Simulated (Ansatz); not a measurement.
`CBC(N)C#N`, charge 0, multiplicity 1.

Question: Give a relaxed structure at PBE0-D4/def2-TZVP (the Gaussian-basis code of Ansatz). (An estimate is asked.)

Answer: Ansatz gave: 
```xyz
13

C    -1.5255   -1.0107   -0.5897
B    -0.2443   -0.1808   -0.8188
C     0.4974    0.6017    0.3357
N     1.9153    0.8084    0.1148
C     0.2526    0.0215    1.6505
N     0.0338   -0.4377    2.6820
H    -2.0440   -0.8183    0.3514
H    -2.2249   -0.9835   -1.4273
H    -1.1709   -2.0537   -0.5348
H     0.2374   -0.0625   -1.9124
H    -0.1069    1.5408    0.3182
H     2.2872    1.5542    0.6874
H     2.0927    1.0206   -0.8571
```
This is one stationary point; other conformers may exist.
